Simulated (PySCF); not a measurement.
One of the candidates below gave these computed data.

All candidates are C4H7FOSi.

* 13C NMR: chemical shifts (computed TMS as zero) by class: 142.8 (1 C), 114.7 (1 C), 50.7 (1 C), 16.1 (1 C) ppm [GIAO PBE0/pcSseg-1]
* 1H NMR: chemical shifts (computed TMS as zero) by class: 6.21 (1 H), 5.98 (1 H), 4.98 (1 H), 4.55 (1 H), 4.34 (1 H), 1.49 (1 H), 1.42 (1 H) ppm [GIAO PBE0/pcSseg-1]
* Polarisability: 73.3 au [wB97X-D/def2-SVPD]
* UV, strongest line: among the 8 lowest singlet transitions: S3 at 7.37 eV (168 nm, f = 0.311) [TDDFT wB97X-D/def2-SVPD]
* UV, first state: lowest singlet excitation: 6.13 eV (202 nm, f = 0.003) [TDDFT wB97X-D/def2-SVPD]
* Triplet: lowest triplet excitation (Tamm–Dancoff): 4.49 eV [TDA wB97X-D/def2-SVPD]
* Rotational structure: rotational constants A, B, C: 4.609, 1.179, 1.069 GHz [GFN2-xTB]

The electronic properties come from PySCF, for the isolated species, density fitting. Levels stand in brackets. Geometry: GFN2-xTB, one conformer, isolated molecule. NMR values are class means; diastereotopic atoms form classes of their own.

Task: Which candidate is it?
A. `C[SiH2]/C(F)=C/C=O`
B. `CO[Si@@H]1CC=C1F`
C. `C=C1C[C@H]1O[SiH2]F`

Result: C. It is `C=C1C[C@H]1O[SiH2]F`. Numbering: `[CH2:1]=[C:2]1[CH2:3][C@H:4]1[O:5][SiH2:6][F:7]`. Its formula, C4H7FOSi, gives 2 degrees of unsaturation: 1 ring and 1 π bond in the structure found. 4 carbons fall into 4 classes; from least to most shielded: fully substituted alkene carbon [C2] (142.8 ppm), terminal =CH2 carbon [C1] (114.7 ppm), ring sp3 carbon bound to oxygen [C4] (50.7 ppm), allylic carbon [C3] (16.1 ppm). Hydrogen classes from least to most shielded: 1 H on a terminal =CH2 carbon, C1 (6.21 ppm), 1 H on a terminal =CH2 carbon, C1 (5.98 ppm), 1 H on a fluorine-bound silicon, Si6 (4.98 ppm), 1 H on a fluorine-bound silicon, Si6 (4.55 ppm), 1 H on an sp3 carbon bound to oxygen, C4 (4.34 ppm), 1 H on an allylic carbon, C3 (1.49 ppm), 1 H on an allylic carbon, C3 (1.42 ppm). The optimised geometry has point group C1 and is an asymmetric top.

The others, at the same levels:
- `CO[Si@@H]1CC=C1F` fails: its computed 13C shifts are 177.5 (1 C), 132.2 (1 C), 54.5 (1 C), 14.3 (1 C) ppm, 1H shifts are 6.34 (1 H), 5.52 (1 H), 4.02 (3 H), 1.46 (1 H), 1.30 (1 H) ppm and lowest singlet excitation is 6.52 eV (190 nm, f = 0.100) (against 6.13 eV).
- `C[SiH2]/C(F)=C/C=O` fails: its computed 13C shifts are 195.9 (1 C), 190.1 (1 C), 131.4 (1 C), -7.6 (1 C) ppm, 1H shifts are 10.46 (1 H), 5.84 (1 H), 4.49 (2 H), 0.51 (3 H) ppm and lowest singlet excitation is 3.65 eV (340 nm, f = 0.001) (against 6.13 eV).

Each candidate is one conformer, not necessarily the lowest. Dipoles, sizes and rotational constants follow the conformer. The torsions of the flexible species, by atom-mapped SMILES:
- `[CH2:1]=[C:2]1[CH2:3][C@H:4]1[O:5][SiH2:6][F:7]`: C3–C4–O5–Si6 147°, C4–O5–Si6–F7 64°
- `[CH3:1][O:2][Si@@H:3]1[CH2:4][CH:5]=[C:6]1[F:7]`: C1–O2–Si3–C4 173°
- `[CH3:1][SiH2:2]/[C:3]([F:4])=[CH:5]/[CH:6]=[O:7]`: C1–Si2–C3–F4 -62°, C3–C5–C6–O7 180°
